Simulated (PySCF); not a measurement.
**Correlation energy of W⁺ (tungsten, charge +1)**

[Xe] 4f14 5d3 6s2, high-spin 4F determinant (an excited configuration). Computed with PySCF 2.14 in aug-cc-pVDZ-PP with ECP60MDF (5s5p4d2f, 54 functions), with a scalar-relativistic core potential. Frozen: 5s2 5p6; 5 electrons correlated.

MP2 pair energies summed by pair of shells (mhartree):

```tsv
pair	energy	share (%)
5d-6s	-31.78	51.3
6s-6s	-19.94	32.2
5d-5d	-10.24	16.5
```

Total MP2 correlation energy: -61.97 mhartree.

Same-spin part -21.10 and opposite-spin part -40.88 mhartree; SCS-MP2 scales them by 1/3 and 6/5 to -56.08 mhartree.
